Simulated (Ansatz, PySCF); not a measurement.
CH5FOSi2, SMILES [Si@H]1([SiH2]OC1)F. Atoms are numbered in the order given.

```xyz
10

F     -1.4791     1.6272    -0.7215
Si    -0.6958     0.6281     0.3263
C     -0.7542    -1.2627    -0.0651
O      0.6548    -1.5671     0.1055
Si     1.5157    -0.0792     0.0310
H     -1.1749     0.9970     1.7056
H     -1.3570    -1.8880     0.6292
H     -1.0975    -1.4837    -1.1019
H      2.1805     0.1724    -1.2990
H      2.5681    -0.0143     1.1041
```
Charge 0, spin multiplicity 1.

Geometry optimised at PBE-D3(BJ)/def2-SVP. The structure was generated by enumeration; whether it is a known compound was not checked.

Vertical ionisation energy (IE) and electron affinity (EA) in eV. Rows of orbital energies are one-electron estimates. Where ΔSCF, EOM or ADC give a negative EA the extra electron is unbound and the value depends on the basis.

```tsv
level	IE	EA
−ε(HOMO), −ε(LUMO), ωB97X/def2-TZVP (PySCF)	10.15	-1.28
−ε(HOMO), −ε(LUMO), PBE/def2-TZVP (PySCF)	6.54	1.65
ΔSCF, PBE0/def2-TZVPD (Ansatz), final states of multiplicity 2 and 2	9.87	-0.49
ΔSCF, PBE/def2-TZVPD (Ansatz), final states of multiplicity 2 and 2	9.53	-0.32
```

Problem. What vertical singlet–triplet gap does ΔSCF give with PBE0/def2-TZVPD (Ansatz, a quantum-chemistry and plane-wave program) and with PBE/def2-TZVPD (Ansatz)? (Estimate from the structure and the level; the computed values follow.)

Solution. 4.89 and 4.57 eV (triplet above singlet where positive).
